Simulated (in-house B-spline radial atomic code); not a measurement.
Binding energies in the technetium ion Tc²⁺

NIST's tabulated ground configuration is [Kr] 4d5; each binding energy is the energy of the ion with one electron taken from that subshell, relaxed, less that of the parent. All numbers are computed (Dirac-Hartree-Fock, average of configuration; Fermi nucleus of rms radius 4.41117 fm) with an all-electron radial atomic-structure program (B-spline basis), not measured. Energies include first-order Breit, QED and recoil terms.

```csv
subshell,X-ray name,binding energy (eV),-ε (eV),relaxation (eV)
1s,K,21073.8,21191.4,58.8
2p1/2,L2,2824.8,2863.5,33.3
2p3/2,L3,2708.3,2744.6,32.5
3s,M1,577.5,589.6,11.3
3p1/2,M2,479.4,491.7,11.6
3p3/2,M3,459.4,471.1,11.2
4s,N1,103.3,106.2,2.7
4p1/2,N2,72.36,74.80,2.36
4p3/2,N3,69.42,71.69,2.23
4d,"N4,5",27.09,28.23,1.15
```

Relaxation = -ε minus the binding energy without Breit, QED and recoil terms.

Emission lines follow as differences of binding energies, with λ = 12398.42 eV·Å / E:

```
 line       holes  energy (eV)  wavelength (Å)
 K-L3  1s → 2p3/2      18365.5         0.67509
 K-L2  1s → 2p1/2      18249.0          0.6794
 K-M3  1s → 3p3/2      20614.4         0.60144
L3-M1  2p3/2 → 3s       2130.8          5.8187
```

(1) What screening constant σ does Moseley's law, E = (3/4)·13.6057 eV·(Z - σ)², need for K-L3?

Moseley's non-relativistic formula needs a falling, then negative, screening constant for heavy elements, because relativity binds the 1s electron more strongly than the formula allows.

(2) What does it cost to remove both a 3s and a 4p3/2 electron?

(3) What does it cost to remove both a 2p3/2 and a 3s electron?

(4) What does it cost to remove both a 4p1/2 and a 4d electron?

## Answers

(1) σ = 0.58.

(2) 665.65 eV, which is 18.75 eV more than the two single binding energies together.

(3) 3330.4 eV, which is 44.67 eV more than the two single binding energies together.

(4) 113.64 eV, which is 14.2 eV more than the two single binding energies together.
